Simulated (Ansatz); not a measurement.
The first iterations of a band of C2H5ClOSi (10 atoms, charge 0, multiplicity 1).

Method: UKS PBE-D4/def2-SVP in Ansatz 0.2.0.

```yaml
movable_images: 4
climbing_image: no
spring: 5.0 eV/Å²
optimiser: quadratic models (default)
start_path: through a guess of the saddle point
force_threshold: 0.05 eV/Å
iteration_limit: 60
end_points: relaxed
```

First end point:

```xyz
10
Properties=species:S:1:pos:R:3
O -1.822 -0.053 1.089
C -1.193 0.832 0.546
C 0.245 0.653 0.091
Si 0.662 -1.179 -0.332
Cl 0.583 1.733 -1.321
H -1.632 1.854 0.343
H 0.904 0.992 0.922
H -0.332 -1.670 -1.341
H 0.622 -2.015 0.913
H 2.047 -1.198 -0.908
```

Last end point:

```xyz
10
Properties=species:S:1:pos:R:3
O -1.430 0.765 1.301
C -1.128 0.917 0.013
C 0.335 0.759 -0.112
Si 0.627 -1.139 -0.390
Cl 0.995 1.559 -1.592
H -2.406 0.803 1.370
H 0.944 1.077 0.767
H -0.112 -1.585 -1.613
H 0.152 -1.894 0.821
H 2.107 -1.313 -0.562
```

| iteration | highest image above the first end (eV) | largest band force component (eV/Å) |
| --- | --- | --- |
| 1 | 4.579 | 10.717 |
| 2 | 3.409 | 2.907 |
| 3 | 3.101 | 1.350 |

Task: Does the band converge within its limit, and where does its top end?

Result: The run converged. It ended after 9 iterations with the highest image 2.690 eV above the first end. Neighbouring images differ by up to 2.3 eV, so the band resolves the path poorly. No image climbed, so the highest image needn't sit at the top of the path. The orbitals stay closed-shell, which can raise the energy where a bond breaks towards radicals; this wasn't checked here.

Run time: 100 s on 2 threads of AMD EPYC 7R43 64-Core Processor (Zen 3), on a shared host, peak memory 0.19 GiB.
